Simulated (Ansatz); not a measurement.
`[CH3][InH-]([CH3])[OH+][SiH3]`. Charge 0, multiplicity 1. In takes the def2 core potential.

```tsv
atom	x (Å)	y (Å)	z (Å)
C1	-0.050	-0.985	-2.327
In2	1.070	-0.718	-0.497
C3	0.344	-1.588	1.352
O4	0.268	1.562	0.047
Si5	-1.043	1.944	1.010
H6	-1.121	-1.031	-2.123
H7	0.239	-1.917	-2.818
H8	0.142	-0.165	-3.021
H9	2.702	-0.099	-0.554
H10	0.721	-2.609	1.458
H11	-0.747	-1.635	1.370
H12	0.688	-1.019	2.218
H13	1.040	2.132	0.082
H14	-0.682	1.849	2.445
H15	-2.079	0.953	0.653
H16	-1.492	3.326	0.705
```

List the harmonic frequencies (cm⁻¹, unscaled) at PBE0-D4/def2-TZVP in Ansatz. (Estimate.)

The calculation gave: 26, 40, 55, 66, 89, 100, 111, 118, 184, 274, 435, 457, 489, 515, 631, 693, 701, 704, 714, 730, 843, 933, 943, 970, 977, 1187, 1190, 1449, 1451, 1454, 1456, 1731, 2238, 2245, 2282, 3047, 3050, 3130, 3134, 3139, 3146, 3893.

Is this a minimum?

Yes, all 42 modes are real.

Give the ideal-gas thermochemistry at 298.15 K and 1 bar (rigid rotor, harmonic oscillator; point group C1, symmetry number 1).

Zero-point energy 305.2 kJ/mol; H(298) − E = 339.5 kJ/mol; entropy 476.7 J/(mol·K), of which translation 174.6, rotation 121.4, vibration 180.8; G(298) − E = 197.3 kJ/mol. Modes under 100 cm⁻¹ are hindered rotations or soft bends, so the harmonic entropy is rough.

And at 400, 500, 600, 800 and 1000 K?


```csv
T (K),H − E (kJ/mol),S (J/mol/K),G − E (kJ/mol)
400,358.4,531.0,146.0
500,379.5,578.1,90.5
600,402.9,620.6,30.5
800,454.5,694.7,-101.2
1000,511.4,758.1,-246.7
```

Rotational constants (cm⁻¹)?

0.1016, 0.03623, 0.03181.
